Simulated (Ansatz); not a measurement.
Reaction (ligand exchange at the Si–O bond): `[F][In]([F])[O][SiH3]` + `CC[SeH]` → `CC[Se][SiH3]` + `[OH][In]([F])[F]`

Calculated with Ansatz (gas phase, PBE0-D4/def2-TZVP geometries, no zero-point term in ΔE). CCSD(T)/CBS is the MP2 limit (def2-TZVPP, def2-QZVPP) plus CCSD(T) − MP2 in def2-TZVPP, frozen cores. Functionals use def2-TZVPP. B3LYP here is the variant with VWN-RPA as its local correlation; programs differ in this. def2 core potentials past Kr. For In, Se outer-core shells are correlated without core-valence functions, which leaves a few kJ/mol of doubt a bond. Scalar relativity is left out up to krypton. Each species was taken in one conformer, which may not be the lowest.

```
          level  ΔE (kJ/mol)  difference from CCSD(T)/CBS
      r2SCAN-D4         31.2                         -5.4
        PBE0-D4         24.4                        -12.2
     r2SCANh-D4         32.4                         -4.2
       BHLYP-D4         45.9                          9.3
   CAM-B3LYP-D4         44.2                          7.6
        ωB97M-V         36.9                          0.3
            PBE         19.8                        -16.8
           BLYP         35.6                         -1.0
          B3LYP         40.1                          3.5
      CAM-B3LYP         46.5                          9.9
        LC-ωPBE         35.5                         -1.1
    HF/def2-SVP         62.3                         25.7
   MP2/def2-SVP         44.8                          8.2
CCSD/def2-TZVPP         44.6                          8.0
  HF/def2-QZVPP         65.0                         28.4
  MP2/CBS(def2)         33.1                         -3.5
    CCSD(T)/CBS         36.6                            0
```

**Question.** What do rigid-rotor, harmonic-oscillator terms from PBE0-D4/def2-TZVP frequencies (298.15 K, 1 bar) make of the CCSD(T)/CBS value? (Best estimate.)

**Answer.** The calculation gave: ΔZPE = +5.8 kJ/mol, ΔH = +42.1 kJ/mol, ΔS = -9 J/(mol·K), ΔG = +44.9 kJ/mol. Modes under 50 cm⁻¹ make the entropy rough.

Largest T1 diagnostic among the species: 0.018.

From BLYP to BHLYP (50 % exact exchange), in def2-TZVPP and without D4, ΔE moves by +13.5 kJ/mol. At CCSD(T), def2-SVP lies +10.7 kJ/mol from the extrapolated value and def2-TZVPP +4.1 kJ/mol. In def2-TZVPP, CCSD(T) changes the Hartree–Fock value by −21.7 kJ/mol (the triples alone add −3.9 kJ/mol) and MP2 by −25.2 kJ/mol.
